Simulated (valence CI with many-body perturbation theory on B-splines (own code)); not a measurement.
**Level structure of Pb**

Computed by valence CI with perturbative core correlation (CI+MBPT): four valence electrons over a frozen Dirac-Fock core [Xe] 4f14 5d10, a basis of 11 s, 11 p, 10 d, 8 f, 5 g, 2 h functions for each j, with the one-electron correlation potential Σ1, the two-electron term Σ2, the three-electron term Σ3, Breit, model QED; selected CI, second order for the rest, scaled by the run's own slope (own B-spline code, finite nucleus).

Against 21 measured levels this calculation errs by 188 cm⁻¹ on average and by 486 at most. These come from a selection out of the NIST Handbook of Basic Atomic Spectroscopic Data. Levels without a partner in it may be off by more. Among the levels kept, up to 270 cm⁻¹ of a level comes from second order outside the variational space, and about a tenth of that is noise between levels of different J, which matters for small intervals.

Levels 46 to 77 of 77, with energies above the lowest level, (6s^2 6p1/2^2) J=0. "Leading %" is the weight of the configuration and term that name the level; weights of strongly mixed levels are sums over their largest components and can fall short. In the jj column 3d3/2^4 stands for four electrons in 3d with j = 3/2. Lifetimes count E1, E2, E3, M1 and M2 decay at the calculated energies, and are blank where another channel may lead or the interval is too uncertain; long ones can be off by a factor of two.

| No. | Configuration | Term | J | E (cm⁻¹) | Leading % | g | Lifetime | Leading jj |
| --- | --- | --- | --- | --- | --- | --- | --- | --- |
| 46 | 6s²6p6f | ³D | 3 | 55143 | 51 | 1.203 | 122 ns | 6s^2 6p1/2 6f7/2 (89 %) |
| 47 | 6s²6p6f | ³G | 4 | 55147 | 39 | 1.084 | 124 ns | 6s^2 6p1/2 6f7/2 (93 %) |
| 48 | 6s²6p6f | ³G | 3 | 55155 | 70 | 0.825 | 111 ns | 6s^2 6p1/2 6f5/2 (90 %) |
| 49 | 6s²6p6f | ³F | 2 | 55164 | 42 | 0.889 | 117 ns | 6s^2 6p1/2 6f5/2 (93 %) |
| 50 | 6s²6p10s | ³P° | 0 | 55397 | 93 |  | 95.4 ns | 6s^2 6p1/2 10s (93 %) |
| 51 | 6s²6p10s | ³P° | 1 | 55419 | 62 | 1.333 | 73.5 ns | 6s^2 6p1/2 10s (93 %) |
| 52 | 6s²6p10p | ³D | 1 | 56042 | 66 | 0.685 |  | 6s^2 6p1/2 10p1/2 (91 %) |
| 53 | 6s²6p10p | ³P | 0 | 56146 | 62 |  | 498 ns | 6s^2 6p1/2 10p1/2 (93 %) |
| 54 | 6s²6p10p | ³P | 1 | 56184 | 45 | 1.472 | 541 ns | 6s^2 6p1/2 10p3/2 (91 %) |
| 55 | 6s²6p10p | ³D | 2 | 56194 | 45 | 1.164 | 480 ns | 6s^2 6p1/2 10p3/2 (90 %) |
| 56 | 6s²6p9d | ³F° | 2 | 56237 | 42 | 0.945 | 196 ns | 6s^2 6p1/2 9d3/2 (71 %) |
| 57 | 6s²6p9d | ³D° | 2 | 56263 | 34 | 1.114 | 102 ns | 6s^2 6p1/2 9d5/2 (70 %) |
| 58 | 6s²6p9d | ³D° | 1 | 56298 | 46 | 0.831 | 36.6 ns | 6s^2 6p1/2 9d3/2 (92 %) |
| 59 | 6s²6p9d | ³F° | 3 | 56301 | 41 | 1.112 | 87.8 ns | 6s^2 6p1/2 9d5/2 (92 %) |
| 60 | 6s²6p7f | ³D | 3 | 56420 | 51 | 1.205 | 227 ns | 6s^2 6p1/2 7f7/2 (89 %) |
| 61 | 6s²6p7f | ³G | 4 | 56422 | 39 | 1.084 | 232 ns | 6s^2 6p1/2 7f7/2 (93 %) |
| 62 | 6s²6p7f | ³G | 3 | 56430 | 70 | 0.823 | 209 ns | 6s^2 6p1/2 7f5/2 (90 %) |
| 63 | 6s²6p6h | ³I | 6 | 56440 | 36 | 1.056 | 585 ns | 6s^2 6p1/2 6h11/2 (93 %) |
| 64 | 6s²6p7f | ³F | 2 | 56440 | 41 | 0.893 | 213 ns | 6s^2 6p1/2 7f5/2 (91 %) |
| 65 | 6s²6p6h | ³G | 5 | 56441 | 56 | 1.127 | 599 ns | 6s^2 6p1/2 6h11/2 (93 %) |
| 66 | 6s²6p6h | ³I | 5 | 56441 | 68 | 0.884 | 600 ns | 6s^2 6p1/2 6h9/2 (93 %) |
| 67 | 6s²6p6g | ³H° | 5 | 56441 | 37 | 1.067 | 507 ns | 6s^2 6p1/2 6g9/2 (93 %) |
| 68 | 6s²6p6h | ³H | 4 | 56442 | 38 | 0.933 | 602 ns | 6s^2 6p1/2 6h9/2 (94 %) |
| 69 | 6s²6p6g | ³F° | 4 | 56453 | 54 | 1.158 | 503 ns | 6s^2 6p1/2 6g9/2 (92 %) |
| 70 | 6s²6p6g | ³H° | 4 | 56454 | 68 | 0.859 | 504 ns | 6s^2 6p1/2 6g7/2 (92 %) |
| 71 | 6s²6p6g | ³G° | 3 | 56456 | 39 | 0.916 | 492 ns | 6s^2 6p1/2 6g7/2 (93 %) |
| 72 | 6s²6p11s | ³P° | 0 | 56645 | 93 |  | 180 ns | 6s^2 6p1/2 11s (93 %) |
| 73 | 6s²6p11s | ³P° | 1 | 56659 | 62 | 1.333 | 146 ns | 6s^2 6p1/2 11s (93 %) |
| 74 | 6s²6p11p | ³D | 1 | 57033 | 51 | 0.829 | 655 ns | 6s^2 6p1/2 11p1/2 (82 %) |
| 75 | 6s²6p11p | ³P | 1 | 57079 | 26 | 1.174 | 169 ns | 6s^2 6p1/2 11p3/2 (53 %) |
| 76 | 6s²6p11p | ³P | 0 | 57091 | 62 |  | 617 ns | 6s^2 6p1/2 11p1/2 (93 %) |
| 77 | 6s²6p11p | ³D | 2 | 57109 | 42 | 1.162 | 434 ns | 6s^2 6p1/2 11p3/2 (83 %) |

Where two levels of one J and parity lie close, their mixing, g and order are uncertain.
